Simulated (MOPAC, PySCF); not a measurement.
C3H8OSi, SMILES `C(CO[SiH3])=C` (C–C–C–O torsion 0°, C–C–O–Si torsion -180°), neutral singlet in the gas phase. 

Cartesian coordinates (Å):
SMILES: C=CCO[SiH3]
```xyz
13

C     -2.0509    -1.0089     0.0082
C     -1.0878    -1.1606     0.9045
C      0.2038    -0.4087     0.9151
O      0.2810     0.5033    -0.1639
Si     1.5701     1.4864    -0.4446
H     -1.9522    -0.2991    -0.8019
H     -2.9623    -1.5891     0.0625
H     -1.1968    -1.8752     1.7153
H      1.0381    -1.1230     0.8671
H      0.3029     0.1262     1.8703
H      2.8052     0.6901    -0.6592
H      1.2434     2.2667    -1.6537
H      1.8054     2.3918     0.7088
```
Charge 0, multiplicity 1.

All levels are single points at this geometry (B3LYP-D3(BJ)/def2-TZVP); Pople sets use spherical d functions. Orbital energies aren't observables, and empty levels follow the basis.

SVWN5/6-31G* in PySCF gives HOMO (eV) = -6.05.

### Question
Estimate the HOMO (eV) from each of these levels: B3LYP-D3(BJ)/def2-TZVP in PySCF; B3LYP/6-311+G** in PySCF; HF/3-21G in PySCF; AM1 in MOPAC; PM7 in MOPAC.

### Answer

```
level                            HOMO (eV)
-------------------------------  ---------
B3LYP-D3(BJ)/def2-TZVP in PySCF      -7.24
B3LYP/6-311+G** in PySCF             -7.23
HF/3-21G in PySCF                    -9.76
AM1 in MOPAC                        -10.00
PM7 in MOPAC                        -10.03
```
